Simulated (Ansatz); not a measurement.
Isolated molecules relaxed with PBE0-D4/def2-TZVP in Ansatz; ΔE leaves out vibrations. CCSD(T)/CBS adds triple-zeta CCSD(T) − MP2 to the extrapolated MP2 energy (def2 sets, frozen cores). def2 core potentials past Kr. For Sn outer-core shells are correlated without core-valence functions, which leaves a few kJ/mol of doubt a bond. Each species was taken in one conformer, which may not be the lowest.

Reaction (formal exchange of groups at the Sn–B bond): `F[BH][SnH2][SiH3]` + `OCCCCl` → `[SiH3][SnH2][CH2]Cl` + `OCCBF`

```csv
species,MP2/CBS(def2) energy (Eh)
`F[BH][SnH2][SiH3]`,-631.25190
`OCCCCl`,-653.23160
`[SiH3][SnH2][CH2]Cl`,-1005.04093
`OCCBF`,-279.45710
```

(1) Work out ΔE.

Largest T1 diagnostic among the species: 0.014.

## Answers

(1) ΔE = (-1005.04093) + (-279.45710) − (-631.25190) − (-653.23160) = -0.01453 Eh = -9.1 kcal/mol. CCSD(T)/CBS gives -8.3 kcal/mol.

In def2-TZVPP, CCSD(T) changes the Hartree–Fock value by −0.8 kcal/mol (the triples alone add −0.2 kcal/mol) and MP2 by −1.6 kcal/mol. The D4 term adds −1.0 kcal/mol with B3LYP and −0.5 kcal/mol with PBE0; it sums over pairs of atoms, weighted by their polarisabilities, and B3LYP, whose exchange is more repulsive, gets the larger term.

B3LYP here is the variant with VWN-RPA as its local correlation; programs differ in this.
